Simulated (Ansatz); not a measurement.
This geometry of C₄H₉FOSi (16 atoms, charge 0, multiplicity 1) is a first-order saddle point.

Computed with Ansatz, RKS BLYP-D4/6-31G*.

```xyz
16
Properties=species:S:1:pos:R:3
C 0.442 -2.666 -0.962
C 0.733 -1.367 -0.806
F 2.000 -0.958 -0.467
O -0.129 -0.343 -0.986
C 0.060 0.876 -0.162
C -1.111 1.790 -0.540
Si 0.133 0.476 1.736
H 1.229 -3.414 -0.901
H -0.581 -2.969 -1.179
H 1.009 1.343 -0.477
H -1.144 1.938 -1.632
H -2.077 1.362 -0.223
H -0.995 2.773 -0.056
H -0.461 -0.873 1.974
H 1.535 0.504 2.254
H -0.668 1.505 2.472
```

Q: Which two structures does it join? (They come from a converged band through this point; their orientation in space is the band's.)

A: No bond is made or broken. The dihedral O4–C5–Si7–H14 goes from 57 to -63°. The two ends are copies of one structure, up to a mirror image or an exchange of like atoms.

Initial state:

```xyz
16
Properties=species:S:1:pos:R:3
C -0.356 -2.684 -0.869
C 0.257 -1.495 -0.938
F 1.615 -1.403 -1.105
O -0.365 -0.294 -0.913
C 0.286 0.789 -0.134
C -0.472 2.070 -0.501
Si 0.231 0.386 1.750
H 0.208 -3.604 -1.017
H -1.430 -2.729 -0.698
H 1.333 0.868 -0.473
H -0.440 2.236 -1.591
H -1.528 2.012 -0.193
H -0.011 2.939 -0.004
H 0.889 -0.923 2.035
H 0.953 1.469 2.493
H -1.193 0.341 2.204
```

Final state:

```xyz
16
Properties=species:S:1:pos:R:3
C 0.598 -2.660 -0.810
C 0.792 -1.335 -0.875
F 2.052 -0.804 -0.961
O -0.189 -0.405 -0.925
C 0.018 0.840 -0.143
C -1.099 1.791 -0.585
Si -0.011 0.459 1.747
H 1.440 -3.344 -0.896
H -0.412 -3.053 -0.707
H 0.997 1.260 -0.427
H -1.060 1.948 -1.676
H -2.093 1.388 -0.331
H -0.983 2.769 -0.090
H -1.362 -0.060 2.125
H 1.032 -0.546 2.106
H 0.257 1.730 2.493
```

Q: How far does it lie above each of them?

A: 0.054 eV above the first and 0.054 eV above the second. This is the barrier of this one path; another mechanism may lie lower.

Time of the run: 3.6 min on 2 threads of Intel(R) Xeon(R) Platinum 8488C (Sapphire Rapids), on a shared host, peak memory 0.21 GiB.
